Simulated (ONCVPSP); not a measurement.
## Potentials for Co compared

Generated with ld1.x 7.5 (TM, RRKJ, ultrasoft, PAW), atompaw 4.2 or ONCVPSP 4.0.1. The cutoff is in Ry: for ld1.x and atompaw files where the sum of valence levels is converged to 10 mRy in a Bessel basis, for ONCV files where the hardest occupied wave has 1 mHa per electron of residual kinetic energy. The error is the largest all-electron minus pseudo excitation energy over each file’s own four to seven test configurations (ionisations up to +4, promotions, holes and added fractions of an electron), all of which were solved. The labels leave out finer settings (local radius, basis sizes, second energies), which also bear on the numbers. Spin-polarised tests are not counted. The rows are a selection from randomly drawn settings: files with unsolved tests, undetermined cutoffs or missed reference levels are left out.

A true bound ghost makes a file unfit for plane-wave use even where its test errors are small: the radial tests pick states by their node count and pass the ghost by.

| potential | cutoff (Ry) | largest error (meV) | bound ghosts |
| --- | --- | --- | --- |
| ONCV, LDA (Perdew-Zunger), scalar-relativistic, rc 1.45/1.15/1.30 (spd), local smoothed, core correction yes, reference 3s2 3p6 3d7 4s2, qcut 8.8/14.5/12.4, projectors 2/1/1 | 118 | -18 | none |
| ONCV, PBE, scalar-relativistic, rc 1.85/0.95/1.25 (spd), local smoothed, core correction yes, reference 3p6 3d7 4s1.5, qcut 4.2/11.5/12.7, projectors 2/1/3 | 125 | -29 | s |
| ONCV, PBE, scalar-relativistic, rc 1.55/1.30/1.50 (spd), local smoothed, core correction no, reference 3s2 3p6 3d7 4s2, qcut 10.1/10.3/10.8, projectors 2/2/2 | 88 | -427 | none |
| ONCV, PBEsol, fully relativistic, rc 1.15/1.15/1.40/1.40 (spdf), local smoothed, core correction yes, reference 3s2 3p6 3d7 4s2, qcut 13.2/10.5/13.4/7.7, projectors 2/2/1/2 | 120 | -767 | none |

(1) Fill in the row for Co: ONCV, LDA (Perdew-Wang 92), scalar-relativistic, rc 1.10/0.95/1.55/1.30 (spdf), local smoothed, core correction yes, reference 3s2 3p6 3d6, qcut 13.8/15.1/12.3/9.6, projectors 2/2/2/2.

## Answers

(1) cutoff 150 Ry, largest error -117 meV, bound ghosts: none.
